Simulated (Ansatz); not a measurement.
Two structures of GaAsH$_{6}$S, closed shell, reached by relaxing down either side of one saddle point (PBE0-D4/def2-TZVP). Energies are electronic, without zero-point energy. Program: Ansatz 0.2.0. Basis: def2-TZVPP and def2-QZVPP. Cores are frozen in the correlated methods. Filled d shells of the heavier atoms are correlated. The def2 sets are not built for correlating such inner shells, so the correlated values are less sure here. Extrapolation: Hartree–Fock as exp(−7.88 √X), correlation as X^−2.97. First:

| atom | x (Å) | y (Å) | z (Å) |
| --- | --- | --- | --- |
| Ga1 | -1.0118 | 0.1212 | -1.0183 |
| S2 | 0.7943 | -0.6870 | -2.0911 |
| H3 | -2.1377 | -0.9408 | -0.7879 |
| H4 | -1.2225 | 1.6717 | -1.0624 |
| H5 | 1.5271 | 0.6431 | 1.4499 |
| As6 | 0.2082 | -0.0830 | 1.3665 |
| H7 | 1.3652 | 0.5138 | -2.2740 |
| H8 | 0.7416 | -1.4650 | 1.6449 |
| H9 | -0.2643 | 0.2259 | 2.7725 |

Second:

```
9
angstrom
Ga -1.2298 -0.0351 -0.3640
S 1.0668 -0.0288 -1.5932
H -1.6852 -1.4314 -0.9294
H -1.7369 1.3058 -1.0134
H 1.6474 -0.9608 -0.8191
As -0.5813 0.0497 1.9917
H 1.6062 0.9781 -0.8859
H 0.4747 -1.0399 1.8410
H 0.4381 1.1623 1.7724
```

(1) Which bonds change from the first to the second?

(2) Give the saddle point's structure and its height above each. (An estimate is asked for; the value comes from the calculation.)

T1 diagnostic: at most 0.013.

Answers

(1) GaH₃S ([SH][GaH2]) + AsH₃ → GaAsH₄ ([GaH2][AsH2]) + H₂S (still joined by a long Ga–S bond); bonds formed: S2–H5; dative contacts that become bonds: Ga1–As6; bonds broken: H5–As6; bonds weakened to dative contacts: Ga1–S2.

(2) The calculation gives: 27.30 kcal/mol above the first and 19.80 kcal/mol above the second (CCSD(T) at an estimated basis limit (MP2 extrapolated from triple and quadruple zeta, plus CCSD(T) − MP2 in triple zeta)).
```
atom    x (Å)    y (Å)    z (Å)
 Ga1  -1.0631  -0.0464  -0.7634
  S2   1.1858  -0.2980  -1.5464
  H3  -1.7577  -1.4278  -0.9252
  H4  -1.5577   1.4111  -0.9851
  H5   0.6553  -0.2319   0.1014
 As6  -0.3077  -0.0741   1.7402
  H7   1.4527   1.0166  -1.4873
  H8   0.5795  -1.2844   1.9570
  H9   0.8128   0.9347   1.9088
```

Labels in which every atom is bracketed show which atoms are joined, not bond orders.

For scale, one of the runs: CCSD(T)/def2-TZVPP, 222 basis functions, launched by `ansatz run in.yaml --threads 8 --pin off --events-out ev --progress --plain --max-ram 19148MiB`. The run took 82 s on 8 CPU threads of an Arm Neoverse V1 (shared host), with 3.4 GiB of host memory at its peak.
